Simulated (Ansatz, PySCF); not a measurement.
Pair of molecules: HCl (SMILES Cl) (first 2 atoms) with ClH3Si (SMILES [SiH3]Cl); geometry from B3LYP-D3(BJ)/def2-TZVP, rigid monomers moved along the line of their centres of mass till H2···Cl4 is 2.22 Å.
(charge 0, multiplicity 1):
```
atom    x (Å)    y (Å)   z (Å)
----  -------  -------  ------
Cl    -0.3135  -0.4178  0.9692
H      0.5898  -0.1007  1.8322
Si    -0.5841   0.3029  4.5595
Cl     1.3667   0.4393  3.8445
H     -1.0564  -1.0729  4.3268
H     -1.4042   1.2829  3.8268
H     -0.5434   0.6147  6.0003
```

Quantity: the interaction energy.

Counterpoise-corrected where a basis set is named; no monomer relaxation.

Correlated levels freeze the cores. CBS: X⁻³ extrapolation of the correlation energy, Hartree–Fock from the larger set.

Programs: Ansatz (Gaussian orbitals); PySCF for the dispersion terms. Each number belongs to the level named beside it.

Costs are ratios of core time to PBE/def2-TZVPPD (roughly 8 s), for whole runs (searches for the state included, and forces where a run took them) on one shared machine, so rough; each difference counts from -1.74 kcal/mol (MP2/CBS(aug-cc-pV(D+d)Z, aug-cc-pV(T+d)Z) + ΔCCSD(T)/aug-cc-pV(D+d)Z, a level with limits of its own).

```
level                      basis functions  cost
-------------------------  ---------------  ----
PBE/def2-TZVPPD                        218    ×1
PBE-D3(BJ)/def2-TZVPPD                 218    ×1
B3LYP/def2-TZVPPD                      218    ×1
B3LYP-D3(BJ)/def2-TZVPPD               218    ×1
PBE0/def2-TZVPPD                       218    ×1
PBE0-D3(BJ)/def2-TZVPPD                218    ×1
r2SCAN/def2-TZVPPD                     218    ×1
r2SCAN-D3(BJ)/def2-TZVPPD              218    ×1
wB97X-V/def2-TZVPPD                    218    ×3
MP2/aug-cc-pV(T+d)Z                    257    ×3
wB97M-V/def2-TZVPPD                    218    ×4
CCSD(T)/aug-cc-pV(D+d)Z                132    ×5
```

Which is the cheapest listed level whose difference stays within 0.25 kcal/mol?

r2SCAN/def2-TZVPPD (-0.16 kcal/mol, cost ×1).

Each difference (kcal/mol): PBE/def2-TZVPPD 0.40; PBE-D3(BJ)/def2-TZVPPD -1.07; B3LYP/def2-TZVPPD 1.96; B3LYP-D3(BJ)/def2-TZVPPD -0.71; PBE0/def2-TZVPPD 0.60; PBE0-D3(BJ)/def2-TZVPPD -0.81; r2SCAN/def2-TZVPPD -0.16; r2SCAN-D3(BJ)/def2-TZVPPD -0.64; wB97X-V/def2-TZVPPD 0.04; MP2/aug-cc-pV(T+d)Z -0.30; wB97M-V/def2-TZVPPD -0.01; CCSD(T)/aug-cc-pV(D+d)Z 1.42.

Ansatz is a program for electronic structure.
